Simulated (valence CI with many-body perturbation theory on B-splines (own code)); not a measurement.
# Assign the levels of Nb19+

Computed by valence CI with perturbative core correlation (CI+MBPT): four valence electrons over a frozen Dirac-Fock core [Ar], radial functions for each j: 7 s, 7 p, 8 d, 6 f, 4 g, 1 h, with the one-electron correlation potential Σ1 (screened to all orders), the two-electron term Σ2, the three-electron term Σ3, Breit, model QED; selected single and double excitations, second order for the rest, scaled by the run's own slope (own B-spline code, finite nucleus).

No measured levels were compared; by estimate terms of the open shell hold to 2 to 4 % of their energy, and close levels can change places. Only levels of the ground parity were solved; by the run's estimate the other parity begins above the list, which can be wrong where configurations are misplaced.

| No. | J | Parity | E (cm⁻¹) | g |
| --- | --- | --- | --- | --- |
| 2 | 1 | even | 8125 | 1.497 |
| 3 | 2 | even | 17124 | 1.488 |
| 4 | 3 | even | 25594 | 1.480 |
| 5 | 4 | even | 33088 | 1.466 |
| 8 | 1 | even | 87609 | 1.438 |
| 9 | 5 | even | 87889 | 1.063 |
| 11 | 2 | even | 91380 | 0.729 |
| 12 | 6 | even | 94627 | 1.139 |
| 17 | 5 | even | 123100 | 1.166 |
| 20 | 6 | even | 134220 | 1.023 |
| 21 | 1 | even | 135630 | 0.568 |

Energies count from the lowest level. Strongly mixed levels and levels close to another of their J and parity, and those with J = 0 are left out, so the numbers can have gaps.

**Question.** Give configuration and LS term of each level.

**Answer.** 2: 3d4 5D; 3: 3d4 5D; 4: 3d4 5D; 5: 3d4 5D; 8: 3d4 3P; 9: 3d4 3H; 11: 3d4 3F; 12: 3d4 3H; 17: 3d4 3G; 20: 3d4 1I; 21: 3d4 3D.
